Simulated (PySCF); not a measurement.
# HOsN, singlet: structure and spectrum

Computed with PBE0 in PySCF with Os def2-TZVP with ECP60, N def2-TZVP, H def2-TZVP; scalar-relativistic core potentials, no spin–orbit coupling; density-fitted integrals.

The structure is a minimum.

```xyz
3
charge 0 multiplicity 1, angstrom
Os    0.0717    0.0000   -0.0802
N    -1.0724    0.0000    1.0292
H     1.2505    0.0000    0.9840
```

| Item | Value |
| --- | --- |
| Point group | Cs |
| Bond lengths | Os–H 1.588 Å, Os–N 1.594 Å |
| Bond angles | H–Os–N 93.8° |
| Highest occupied level | -6.15 eV |
| Zero-point energy | 26.0 kJ/mol |
| Entropy at 298.15 K and 1 bar | 258.1 J/(mol K) |
| Lowest empty level | -3.13 eV |
| Enthalpy at 298.15 K above 0 K | 10.15 kJ/mol |
| Principal polarisabilities | 49.4, 53.9, 55.5 bohr³ |
| Dipole moment | 2.56 D |
| Rotational symmetry number | 1 |
| Rotational constants | 6.704, 0.5078, 0.472 cm⁻¹ |
| Heat capacity Cp at 298.15 K | 36.7 J/(mol K) |
| Atomisation energy without zero-point energy | 813 kJ/mol |
| Principal quadrupole moments (Buckingham, traceless) about the centre of mass | -3.81, 0.60, 3.21 D Å |

Harmonic modes (masses in u: Os 191.961, N 14.003, H 1.008):
```csv
symmetry,ω (cm⁻¹),IR (km/mol),μ (u)
a',801,36.7,1.09
a',1274,41.4,14.75
a',2274,34.0,1.01
```

Charges (e):
```tsv
atom	Mulliken	Löwdin	polar tensor	Mayer order to Os1
Os1	0.24	0.23	0.51	–
N2	-0.22	-0.17	-0.37	2.96
H3	-0.02	-0.05	-0.14	1.01
```

Mulliken populations on Os1 (electrons outside its core potential): s 3.20, p 6.10, d 6.43, f 0.03.

This need not be the most stable arrangement of these atoms. With an element this heavy the missing spin–orbit coupling can shift these numbers.

The final relaxation and frequency run took 31 s on 2 threads of a shared Arm Neoverse N1 host, with 77 basis functions and 12 gradients; the process peaked at 0.75 GiB. Launch command: `OMP_NUM_THREADS=2 python axn.py task.json out`.
